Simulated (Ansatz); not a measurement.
`[F][GeH]([Cl])[Br]` + CH₃NH₂ → `C[NH][GeH]([F])[Cl]` + HBr at 700 K and 1 bar (ligand exchange at a Ge–Br bond).

Calculated with Ansatz (gas phase, PBE0-D4/def2-TZVP geometries, no zero-point term in ΔE). CBS: MP2 limit from def2 TZ/QZ plus the TZ coupled-cluster correction, frozen cores. For Br, Ge outer-core shells are correlated without core-valence functions, which leaves a few kJ/mol of doubt a bond. Scalar relativity is left out up to krypton. Each species was taken in one conformer, which may not be the lowest.

| species | CCSD(T)/CBS energy (Eh) | H − E (kJ/mol) | S (J/(mol·K)) |
| --- | --- | --- | --- |
| `[F][GeH]([Cl])[Br]` | -5209.72032 | 87.2 | 414.8 |
| CH₃NH₂ | -95.75281 | 207.6 | 296.6 |
| `C[NH][GeH]([F])[Cl]` | -2731.53480 | 252.2 | 483.6 |
| HBr | -2573.91920 | 36.5 | 223.7 |

H − E and S are ideal-gas, rigid-rotor, harmonic terms from PBE0-D4/def2-TZVP, for one conformer and one mirror image of each species. 1 Eh = 2625.50 kJ/mol, R = 8.31446 J/(mol·K).

**Question.** By hand: ΔE, ΔH, ΔS and ΔG.

**Answer.** ΔE = (-2731.53480) + (-2573.91920) − (-5209.72032) − (-95.75281) = 0.01913 Eh = 50.2 kJ/mol. Δ(H − E) = 252.2 + 36.5 − 87.2 − 207.6 = -6.1, so ΔH = 44.1 kJ/mol. ΔS = 483.6 + 223.7 − 414.8 − 296.6 = -4.1 J/(mol·K). ΔG = 44.1 − 700 × (-4.1)/1000 = 47.0 kJ/mol.

**Question.** By hand: the equilibrium constant, and the temperature at which ΔG would vanish if ΔH and ΔS stayed fixed.

**Answer.** log₁₀ K = −ΔG/(RT ln 10) = -3.5. ΔH and −TΔS have one sign here, so there is no such temperature.

The number of gas molecules stays the same, so ΔS is small and ΔH decides. A doubt of 5 kJ/mol in ΔE shifts log₁₀ K by 0.4 here. Other conformers and mirror images would add mixing entropy, several J/(mol·K) or more a flexible species. Modes under 60 cm⁻¹, often nearly free rotors, make the harmonic entropy too high. These are equilibria of isolated gas molecules and say nothing of rates. Largest T1 diagnostic: 0.011 (customary marks: 0.02 for closed shells, 0.045 for open ones).

ΔS is within the doubt of such terms, so its sign, and with it that verdict, could turn.
